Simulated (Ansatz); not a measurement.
Setting up CH6FNSn (SMILES [CH3][SnH]([NH2])[F]) in Ansatz

The species is CH6FNSn (10 atoms), meant as a singlet with charge 0. SMILES: `[CH3][SnH]([NH2])[F]`. Geometry: relaxed at PBE0-D4/def2-TZVP. This is one conformer, not always the lowest.

| atom | x (Å) | y (Å) | z (Å) |
| --- | --- | --- | --- |
| C | -1.0233 | 1.1869 | 0.3056 |
| Sn | -0.0126 | -0.4241 | -0.6328 |
| N | 1.5222 | -1.0852 | 0.4658 |
| F | -1.3086 | -1.8554 | -0.5934 |
| H | -1.1915 | 0.9354 | 1.3529 |
| H | -0.4324 | 2.1007 | 0.2428 |
| H | -1.9853 | 1.3425 | -0.1813 |
| H | 0.4133 | -0.3293 | -2.2803 |
| H | 1.7197 | -0.6107 | 1.3332 |
| H | 2.3816 | -1.3120 | -0.0097 |

Settings wanted:

```yaml
basis_set: def2-SVPD
core_potential: def2-SVPD
integral_approximation: none
task: gradient
method: DFT
functional: SVWN5
reference: RKS
relativity: none
accuracy: high
```

Question: Give an Ansatz 0.2.0 job that does this.

Answer: This one ran through:

in.yaml:
```yaml
crystal:
  periodic: [false, false, false]
  atoms:
    - {symbol: C, position_ang: [-1.023300, 1.186900, 0.305600]}
    - {symbol: Sn, position_ang: [-0.012600, -0.424100, -0.632800]}
    - {symbol: N, position_ang: [1.522200, -1.085200, 0.465800]}
    - {symbol: F, position_ang: [-1.308600, -1.855400, -0.593400]}
    - {symbol: H, position_ang: [-1.191500, 0.935400, 1.352900]}
    - {symbol: H, position_ang: [-0.432400, 2.100700, 0.242800]}
    - {symbol: H, position_ang: [-1.985300, 1.342500, -0.181300]}
    - {symbol: H, position_ang: [0.413300, -0.329300, -2.280300]}
    - {symbol: H, position_ang: [1.719700, -0.610700, 1.333200]}
    - {symbol: H, position_ang: [2.381600, -1.312000, -0.009700]}
basis:
  gaussian:
    orbitals: def2-SVPD
hamiltonian:
  xc: {name: SVWN5}
accuracy: high
output: {forces: true, orbitals: {seedname: orbitals}}
```

```bash
$ ansatz run in.yaml --threads 1 --pin off --max-ram 2610MiB --events-out events.jsonl --progress --plain --runs-dir runs
```

Calculated total energy: -408.68506 Eh, largest force 0.757 eV/Å.
